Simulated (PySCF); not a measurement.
## BeSe⁻ at UHF-MP2

Computed with UHF-MP2; basis Be aug-cc-pVDZ-DK, Se aug-cc-pVDZ-DK; spin-free X2C with a Gaussian nucleus; PySCF 2.14.

```json
{
  "state": "²Σ⁺ (doublet), unpaired electrons σ ↑",
  "bond length": "1.959 Å",
  "harmonic wavenumber": "756 cm⁻¹",
  "force constant": "2.72 mdyn/Å",
  "rotational constant Be": "0.5424 cm⁻¹",
  "anharmonicity ωexe": "3.49 cm⁻¹",
  "vibration–rotation constant αe": "0.00392 cm⁻¹"
}
```

Correlated steps freeze 9 core orbitals. Spin–orbit coupling is left out. The state was picked by a PBE0 search and need not be the measured ground state.
